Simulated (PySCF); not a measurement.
Excitations are Tamm–Dancoff values on a coarser integration grid. The basis has no diffuse functions, so Rydberg states are missing or too high.

Cartesian coordinates (Å):
```xyz
10

C     -1.7240    -0.0680     0.0837
Al     0.0456     0.5717    -0.4436
C      1.6728    -0.2907     0.2096
H     -2.5407     0.4998    -0.3675
H     -1.8555    -1.1205    -0.1916
H     -1.8461    -0.0228     1.1718
H      0.1861     1.8124    -1.4356
H      1.4885    -1.0370     0.9862
H      2.3801     0.4451     0.6062
H      2.1923    -0.7945    -0.6142
```
Charge 0, spin multiplicity 1.

**Question.** What total energy, brightest of the four lowest singlets (TDA), T1 excitation (TDA), S1–T1 gap (TDA), S1 excitation (TDA), LUMO, HOMO and HOMO–LUMO gap does PBE0-D4/def2-TZVP (PySCF 2.14.0) give?

**Answer.** 
```json
{
  "total_energy": "-8780.41 eV",
  "brightest of the four lowest singlets (TDA)": "7.14 eV",
  "T1 excitation (TDA)": "5.06 eV",
  "S1–T1 gap (TDA)": "0.36 eV",
  "S1 excitation (TDA)": "5.42 eV",
  "LUMO": "-0.83 eV",
  "HOMO": "-7.76 eV",
  "HOMO–LUMO gap": "6.93 eV"
}
```
